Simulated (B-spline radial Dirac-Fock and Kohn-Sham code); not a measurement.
# Zr³⁺ 2p3/2: cross section and angular parameters

System: the Zr³⁺ ion in the configuration [Kr] 4d1; threshold 2254.3 eV (orbital energy of the model). Model: Dirac-Hartree-Slater photoionisation with a Latter tail; cross sections with all multipoles, angular parameters from the dipole term and its interference with E2. Program: a B-spline atomic structure program.

Input file task.json (cfg lists n, l and occupation; rrms is the nuclear radius in fm):

```json
{"items": [{
  "Z": 40,
  "q": 3,
  "cfg": [[1, 0, 2], [2, 0, 2], [2, 1, 6], [3, 0, 2], [3, 1, 6], [3, 2, 10], [4, 0, 2], [4, 1, 6], [4, 2, 1]],
  "A": 90,
  "rrms": 4.2694,
  "do": "xps",
  "hv": [56.0, 59.0, 80, 82.7, 88.0, 88.8, 97.9, 135.0, 227.0, 239.0, 268.0, 300, 1000, 1240.0, 1480.0, 1486.9, 1550.0, 1600.0, 2100.0, 2150.0, 2984.4, 3350.0, 3820.0, 4750.0, 5160.0, 5910.0, 6000, 8047.8, 10900.0, 12000]
}]}
```

Launch: `python xray2_run.py task.json out`

For linearly polarised light dσ/dΩ = σ/(4π) [1 + β P₂(cos θ) + (δ + γ cos²θ) sin θ cos φ], with θ from the polarisation vector and φ the angle between the beam and the projection of the electron momentum on the plane normal to the polarisation.

```tsv
hν (eV)	σ (kb)	β	γ	δ
2984.4	121	1.424	0.014	0.023
3350	88.4	1.464	0.183	0.030
3820	61.4	1.478	0.371	0.036
4750	32.9	1.458	0.666	0.048
5160	25.9	1.441	0.773	0.053
5910	17.3	1.406	0.944	0.062
6000	16.5	1.402	0.963	0.063
8047.8	6.72	1.298	1.303	0.091
10900	?	?	?	?
12000	1.89	1.119	1.708	0.148
```

Task: Give the values at 10900 eV.

Result: σ = 2.58 kb, β = 1.165, γ = 1.617, δ = 0.132.

Values without a named source are computed, but for edge energies of neutral atoms, which are taken from tables.
